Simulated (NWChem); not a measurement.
CH₃BaFN₂

```xyz
8

Ba     0.0793     0.6832     0.0000
F     -1.5543     2.2304     0.0000
C     -0.2460    -2.3291     0.0000
N     -0.1443    -1.6948    -1.1571
N     -0.1443    -1.6948     1.1571
H     -0.4297    -3.4261     0.0000
H     -0.2748    -2.3216    -1.9441
H     -0.2748    -2.3216     1.9441
```
Atoms are numbered in this order, from 1.

Level: PBE0/def2-SVP with def2 effective core potentials on Ba (NWChem), optimised geometry, unscaled harmonic frequencies. def2 effective core potentials on Ba; no spin-orbit coupling.

### Question
List the harmonic frequencies with IR intensities, and the thermochemistry.

### Answer
```json
[
 {"frequency (cm⁻¹)": "46", "IR intensity (km/mol)": "11.5"},
 {"frequency (cm⁻¹)": "62", "IR intensity (km/mol)": "9.9"},
 {"frequency (cm⁻¹)": "173", "IR intensity (km/mol)": "111.4"},
 {"frequency (cm⁻¹)": "266", "IR intensity (km/mol)": "52.4"},
 {"frequency (cm⁻¹)": "288", "IR intensity (km/mol)": "20.9"},
 {"frequency (cm⁻¹)": "472", "IR intensity (km/mol)": "128.6"},
 {"frequency (cm⁻¹)": "602", "IR intensity (km/mol)": "1.2"},
 {"frequency (cm⁻¹)": "693", "IR intensity (km/mol)": "15.4"},
 {"frequency (cm⁻¹)": "743", "IR intensity (km/mol)": "116.2"},
 {"frequency (cm⁻¹)": "1046", "IR intensity (km/mol)": "0.8"},
 {"frequency (cm⁻¹)": "1168", "IR intensity (km/mol)": "0.1"},
 {"frequency (cm⁻¹)": "1169", "IR intensity (km/mol)": "169.3"},
 {"frequency (cm⁻¹)": "1343", "IR intensity (km/mol)": "146.6"},
 {"frequency (cm⁻¹)": "1440", "IR intensity (km/mol)": "43.7"},
 {"frequency (cm⁻¹)": "1660", "IR intensity (km/mol)": "332.2"},
 {"frequency (cm⁻¹)": "2993", "IR intensity (km/mol)": "124.0"},
 {"frequency (cm⁻¹)": "3630", "IR intensity (km/mol)": "27.1"},
 {"frequency (cm⁻¹)": "3632", "IR intensity (km/mol)": "4.6"}
]
```

```json
{
 "zero_point_energy": "30.6 kcal/mol",
 "thermal correction to the enthalpy at 298.15 K (with zero-point energy)": "35.4 kcal/mol",
 "heat capacity Cv": "20.2 cal/(mol K)",
 "entropy at 298.15 K and 1 atm (symmetry number 1)": "86.3 cal/(mol K)"
}
```

Rigid rotor and harmonic oscillator; modes under 100 cm⁻¹ make the entropy uncertain.
